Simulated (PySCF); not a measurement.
Ti(I)(SH)3 (H₃IS₃Ti), SMILES [SH][Ti]([SH])([SH])[I], multiplicity 1.

Geometry optimised at PBE-D3(BJ)/def2-SVP. The spin state was assumed, not searched. The def2 effective core potentials stand for the cores of I; spin–orbit coupling is left out. The values are those of a single conformer.

Calculation: PySCF 2.14.0 with PBE-D3(BJ)/def2-SVP.

Frequencies are harmonic and unscaled.

| mode | ν (cm⁻¹) | IR (km/mol) | moving atoms (share of kinetic energy) |
|---|---|---|---|
| 1 | 72 | 0.1 | S 71 %, I 14 %, Ti 12 % |
| 2 | 81 | 0.2 | S 71 %, I 14 %, Ti 10 % |
| 3 | 92 | 0.4 | S 66 %, I 20 %, Ti 10 % |
| 4 | 99 | 0.1 | S 82 %, Ti 12 % |
| 5 | 115 | 0.7 | S 74 %, Ti 14 % |
| 6 | 193 | 13.0 | H 95 % |
| 7 | 223 | 8.3 | H 92 %, S 8 % |
| 8 | 253 | 20.1 | S 38 %, Ti 33 %, I 24 % |
| 9 | 296 | 25.1 | H 96 % |
| 10 | 355 | 38.0 | H 64 %, S 21 %, Ti 15 % |
| 11 | 379 | 36.0 | H 41 %, Ti 29 %, S 28 % |
| 12 | 424 | 15.3 | Ti 39 %, H 37 %, S 24 % |
| 13 | 455 | 62.5 | H 48 %, S 34 %, Ti 17 % |
| 14 | 507 | 26.9 | H 50 %, S 27 %, Ti 22 % |
| 15 | 510 | 28.8 | H 47 %, S 29 %, Ti 24 % |
| 16 | 2562 | 3.5 | H 97 % |
| 17 | 2563 | 3.0 | H 97 % |
| 18 | 2588 | 6.1 | H 97 % |
